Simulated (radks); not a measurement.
Ir, 77 electrons, occupied as [Xe] 4f14 5d7 6s2. Calculated with a radial shooting solver on a logarithmic mesh with Libxc functionals: Dirac Kohn-Sham, LDA (Slater exchange, Perdew-Wang correlation), spin-unpolarised, spherical densities, point nucleus; open shells fill j = l - 1/2 first.

Radial electron density D(r) = 4 pi r^2 rho(r):

r (bohr)  D(r) (e/bohr)
0.002013          25.73
0.002772          38.85
0.003817          56.13
0.005257          76.40
0.007239          95.96
0.00997           108.7
0.01384           109.2
0.01906           100.7
0.02625           99.46
0.03614           118.9
0.04978           141.1
0.06855           131.2
0.0944            111.2
0.131             127.2
0.1805            119.1
0.2485            74.72
0.3422            79.58
0.4713            73.78
0.6491            37.07
0.901             20.73
1.241             13.20
1.709             6.319
2.353             2.826
3.241             1.108
4.463            0.2753
6.195           0.03092
8.532          0.001336

D(r) has 4 maxima, at r = 0.0119, 0.0535, 0.149, 0.392 bohr, and minima at 0.0231, 0.0959, 0.278 bohr, inside which lie 2.02, 11.04, 30.05 electrons.
